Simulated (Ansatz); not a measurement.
Ansatz (an electronic-structure program) input (SVWN5/def2-TZVPD):

Ansatz 0.2 input:
```yaml
crystal:
  periodic: [false, false, false]
  atoms:
    - {symbol: C, position_ang: [-1.89195236, 1.97784107, 0.80394835]}
    - {symbol: C, position_ang: [-1.19484140, 0.71632844, 1.31323919]}
    - {symbol: Ge, position_ang: [-0.01079984, -0.08083326, -0.02626114]}
    - {symbol: Cl, position_ang: [-1.24313748, -0.74514285, -1.69843681]}
    - {symbol: Cl, position_ang: [0.89514121, -1.85949555, 0.85224102]}
    - {symbol: C, position_ang: [1.42873875, 1.03431684, -0.74448897]}
    - {symbol: C, position_ang: [2.36440438, 1.55830800, 0.34487693]}
    - {symbol: H, position_ang: [-2.49646369, 1.76751204, -0.07940766]}
    - {symbol: H, position_ang: [-2.55311975, 2.39037758, 1.56848984]}
    - {symbol: H, position_ang: [-1.17404001, 2.75671152, 0.53827592]}
    - {symbol: H, position_ang: [-0.58096670, 0.92198739, 2.19262241]}
    - {symbol: H, position_ang: [-1.91358803, -0.05396319, 1.59437402]}
    - {symbol: H, position_ang: [0.95124671, 1.84943750, -1.29224098]}
    - {symbol: H, position_ang: [1.96314641, 0.42489148, -1.47386671]}
    - {symbol: H, position_ang: [2.83141279, 0.73947258, 0.89387766]}
    - {symbol: H, position_ang: [3.16176747, 2.16515177, -0.08848795]}
    - {symbol: H, position_ang: [1.83403993, 2.18317235, 1.06659519]}
basis:
  gaussian:
    orbitals: def2-TZVPD
hamiltonian:
  xc: {name: SVWN5}
total_charge: 1
magnetization: {spin_polarized: true, initial_magnetization: 1}
```

Output:

```
Functional definition: SVWN5
integrals: 0.72 GiB planned
2139 factors; their error is unknown
0.30 GiB of the device are held for the grids
3.94 GiB of device memory are held for the factors and their scratch space
mean field: 3.80 GiB planned
mean field evaluation 1: about -85627.3259 eV, gradient 8.8e1 eV
mean field evaluation 2: about -85429.3773 eV, gradient 1.8e2 eV
mean field evaluation 4: about -85660.0400 eV, gradient 2.7e1 eV
mean field evaluation 8: about -85664.0197 eV, gradient 2.6e-1 eV
mean field evaluation 16: about -85663.9548 eV, gradient 2.4e-2 eV
mean field evaluation 32: about -85663.9548 eV, gradient 4.0e-6 eV
mean field evaluation 64: about -85663.1328 eV, gradient 1.0e-2 eV
mean field evaluation 96: about -85662.8187 eV, gradient 9.6e0 eV
mean field -85663.95476508 eV, -3148.0922725026 hartree, gradient 3.9e-6 eV, S^2 0.750983; 10 other end points of the search recorded, 0 dependent functions left out
reference -85663.95484220 eV, -3148.0922753366 hartree; 50, 49 occupied and 334, 335 virtual orbitals, 2139 factors
Total energy: -85663.95484220 eV, -3148.0922753366 hartree
```

This state (charge 1, doublet) is run at the relaxed geometry of the species with charge 0 and multiplicity 1.
